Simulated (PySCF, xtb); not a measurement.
tetrafluoroborate (BF4), SMILES F[B-](F)(F)F, charge -1.

Harmonic wavenumbers (cm⁻¹) from GFN2-xTB (xtb 6.7.1) at its own minimum, in rising order: 308, 308, 450, 450, 450, 707, 989, 990, 990.

**Question.** What does PBE-D3(BJ)/def2-SVPD (PySCF 2.14.0) give at its own minimum? (An estimate is asked for; the answer gives what the named calculation found.)

**Answer.** 327, 327, 485, 485, 485, 716, 1023, 1023, 1023. Paired by order, the mean absolute difference is 28 cm⁻¹ and the zero-point energies are 8.1 and 8.4 kcal/mol.
